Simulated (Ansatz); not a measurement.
# Relaxing a trial structure of FH2SSiSn

The starting geometry of this gas-phase doublet was optimised with GFN2-xTB.

```xyz
6

F    -2.7550   -4.2798    0.8551
S    -0.4805   -2.6552    2.2213
Si   -1.6999   -3.0897    0.5733
Sn   -2.0889   -0.6747    1.8545
H    -1.1440   -3.4715   -0.7076
H    -1.2268   -0.0518    0.3614
```

Problem. Predict what it relaxes into with PBE0-D3(BJ)/def2-SVP.

Solution. A new bond forms, giving a structure with H6 bridging Si3 and Sn4, given below by its coordinates. Distances that change by over a tenth: Sn4–H6 (1.83 → 2.20 Å). Contacts that close: Si3–H6 (3.08 → 1.56 Å).

The energy falls by 1.07 eV over 16 steps:

```csv
step,E − E(last) (eV)
1,1.075
3,0.924
4,0.909
6,0.859
8,0.671
9,0.450
11,0.096
13,0.001
14,0.000
16,0.000
```

Final geometry (Å):

```xyz
6

F    -2.8466   -3.7796    0.5416
S    -0.5197   -2.6646    2.3342
Si   -1.5315   -2.8327    0.5403
Sn   -1.6611   -0.3510    2.1435
H    -0.7402   -3.1907   -0.6606
H    -2.0958   -1.4041    0.2590
```

Frequencies at the end are all real (lowest 82 cm⁻¹). Open shells are spin-unrestricted. Atoms past krypton carry core potentials, without spin–orbit terms. Run with Ansatz 0.2.0, 71 s on 2 threads of Arm Neoverse V1, with other jobs on the host.
